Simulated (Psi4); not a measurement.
sodium chloride (ClNa), singlet, geometry from GFN2-xTB (such geometries of metal compounds can be far from the true shape); PBE0/6-311G** in Psi4.

Input for Psi4:
```
memory 2 GB

molecule mol {
0 1
  Na   -0.000000   -0.000000   -1.363281
  Cl    0.000000    0.000000    0.882123
}

set basis 6-311g**
set reference rks

energy('pbe0')
print_variables()
```

It wrote (shortened):

```
   => Loading Basis Set <=

    Name: 6-311G**
    Role: ORBITAL
    Keyword: BASIS

         ---------------------------------------------------------
                                   SCF
               by Justin Turney, Rob Parrish, Andy Simmonett
                          and Daniel G. A. Smith
                              RKS Reference
         ---------------------------------------------------------

  ==> Geometry <==

    Molecular point group: c2v
    Full point group: C_inf_v

    Geometry (in Angstrom), charge = 0, multiplicity = 1:

       Center              X                  Y                   Z               Mass
    ------------   -----------------  -----------------  -----------------  -----------------
         NA           0.000000000000     0.000000000000    -1.354745834646    22.989769282000
         CL           0.000000000000     0.000000000000     0.890658165354    34.968852682000

  Running in c2v symmetry.

  Rotational constants: A = ************  B =      0.24105  C =      0.24105 [cm^-1]
  Rotational constants: A = ************  B =   7226.53766  C =   7226.53766 [MHz]
  Nuclear repulsion =   44.070527350663845

  Charge       = 0
  Multiplicity = 1
  Electrons    = 28
  Nalpha       = 14
  Nbeta        = 14

  ==> Algorithm <==

  SCF Algorithm Type is DF.
  DIIS enabled.
  MOM disabled.
  Fractional occupation disabled.
  Guess Type is SAD.
  Energy threshold   = 1.00e-06
  Density threshold  = 1.00e-06
  Integral threshold = 1.00e-12

  ==> Primary Basis <==

  Basis Set: 6-311G**
    Blend: 6-311G**
    Number of shells: 24
    Number of basis functions: 52
    Number of Cartesian functions: 54
    Spherical Harmonics?: true
    Max angular momentum: 2

  ==> DFT Potential <==

   => LibXC <=

    Version 7.1.2
    S. Lehtola, C. Steigemann, M. J. T. Oliveira, and M. A. L. Marques,  SoftwareX 7, 1–5 (2018) (10.1016/j.softx.2017.11.002)

   => Composite Functional: PBE0 <=

    PBE0 Hyb-GGA Exchange-Correlation Functional

    C. Adamo and V. Barone,  J. Chem. Phys. 110, 6158 (1999) (10.1063/1.478522)
    M. Ernzerhof and G. E. Scuseria,  J. Chem. Phys. 110, 5029 (1999) (10.1063/1.478401)

    Deriv               =              1
    GGA                 =           TRUE
    Meta                =          FALSE

    Exchange Hybrid     =           TRUE
    MP2 Hybrid          =          FALSE

   => Exchange Functionals <=

    0.7500   Perdew, Burke & Ernzerhof

   => Exact (HF) Exchange <=

    0.2500               HF

   => Correlation Functionals <=

    1.0000   Perdew, Burke & Ernzerhof

   => LibXC Density Thresholds  <==

    XC_HYB_GGA_XC_PBEH:  1.00E-15

   => Molecular Quadrature <=

    Radial Scheme          =       TREUTLER
    Pruning Scheme         =           NONE
    Nuclear Scheme         =       TREUTLER

    Blocking Scheme        =         OCTREE
    BS radius alpha        =              1
    Pruning alpha          =              1
    Radial Points          =             75
    Spherical Points       =            302
    Total Points           =          44127
    Total Blocks           =            449
    Max Points             =            255
    Max Functions          =             51
    Weights Tolerance      =       1.00E-15

   => Loading Basis Set <=

    Name: (6-311G** AUX)
    Role: JKFIT
    Keyword: DF_BASIS_SCF

  ==> Integral Setup <==

  SCF_SUBTYPE=INCORE selected. In-core MEM_DF algorithm will be used.
  Using in-core AOs.

  ==> MemDFJK: Density-Fitted J/K Matrices <==

    J tasked:                   Yes
    K tasked:                   Yes
    wK tasked:                   No
    Algorithm:                 Core
    Schwarz Cutoff:           1E-12
    Mask sparsity (%):       3.2544
    Fitting Condition:        1E-10

   => Auxiliary Basis Set <=

  Basis Set: (6-311G** AUX)
    Blend: CC-PVTZ-JKFIT + DEF2-UNIVERSAL-JKFIT
    Number of shells: 71
    Number of basis functions: 233
    Number of Cartesian functions: 282
    Spherical Harmonics?: true
    Max angular momentum: 4

  Minimum eigenvalue in the overlap matrix is 2.3027420155E-02.
  Reciprocal condition number of the overlap matrix is 6.5812940615E-03.
    Using symmetric orthogonalization.

  ==> Pre-Iterations <==

  SCF Guess: Superposition of Atomic Densities via on-the-fly atomic UHF (no occupation information).

   -------------------------
    Irrep   Nso     Nmo
   -------------------------
     A1        26      26
     A2         2       2
     B1        12      12
     B2        12      12
   -------------------------
    Total      52      52
   -------------------------

  ==> Iterations <==

                           Total Energy        Delta E     RMS |[F,P]|

   @DF-RKS iter SAD:  -621.96782408594447   -6.21968e+02   0.00000e+00
   @DF-RKS iter   1:  -622.21442404587572   -2.46600e-01   1.37454e-02 DIIS/ADIIS
   @DF-RKS iter   2:  -622.14366343598749    7.07606e-02   1.75171e-02 DIIS/ADIIS
   @DF-RKS iter   3:  -622.31101639321469   -1.67353e-01   1.18837e-03 DIIS/ADIIS
   @DF-RKS iter   4:  -622.31159214188574   -5.75749e-04   4.37550e-04 DIIS/ADIIS
   @DF-RKS iter   5:  -622.31163826710770   -4.61252e-05   7.10766e-05 DIIS
   @DF-RKS iter   6:  -622.31164100884200   -2.74173e-06   1.15503e-05 DIIS
   @DF-RKS iter   7:  -622.31164105848609   -4.96441e-08   2.83446e-06 DIIS
   @DF-RKS iter   8:  -622.31164106199526   -3.50917e-09   1.01021e-07 DIIS
  Energy and wave function converged.

  ==> Post-Iterations <==

   Electrons on quadrature grid:
      Ntotal   =   28.0000004595 ; deviation = 4.595e-07

    Orbital Energies [Eh]
    ---------------------

    Doubly Occupied:

[...]
    Virtual:

[...]
    Final Occupation by Irrep:
             A1    A2    B1    B2
    DOCC [     8,    0,    3,    3 ]
    NA   [     8,    0,    3,    3 ]
    NB   [     8,    0,    3,    3 ]

  @DF-RKS Final Energy:  -622.31164106199526

   => Energetics <=

    Nuclear Repulsion Energy =             44.0705273506638449
    One-Electron Energy =                -953.2063641405471799
    Two-Electron Energy =                 318.9433441543935714
    DFT Exchange-Correlation Energy =     -32.1191484265054612
    Empirical Dispersion Energy =           0.0000000000000000
    VV10 Nonlocal Energy =                  0.0000000000000000
    Total Energy =                       -622.3116410619952603

Computation Completed

Properties will be evaluated at   0.000000,   0.000000,   0.000000 [a0]

Properties computed using the SCF density matrix

 Multipole Moments:

 ------------------------------------------------------------------------------------
     Multipole            Electronic (a.u.)      Nuclear  (a.u.)        Total (a.u.)
 ------------------------------------------------------------------------------------

 L = 1.  Multiply by 2.5417464519 to convert [e a0] to [Debye]
 Dipole X            :          0.0000000            0.0000000            0.0000000
 Dipole Y            :          0.0000000            0.0000000            0.0000000
 Dipole Z            :         -3.8608774            0.4516155           -3.4092619
 Magnitude           :                                                    3.4092619

 ------------------------------------------------------------------------------------

  Variable Map:
  ----------------------------------------------------------------------------
[...]
  Array Variable Map:
  ----------------------------------------------------------------------------
[...]
[...]
```
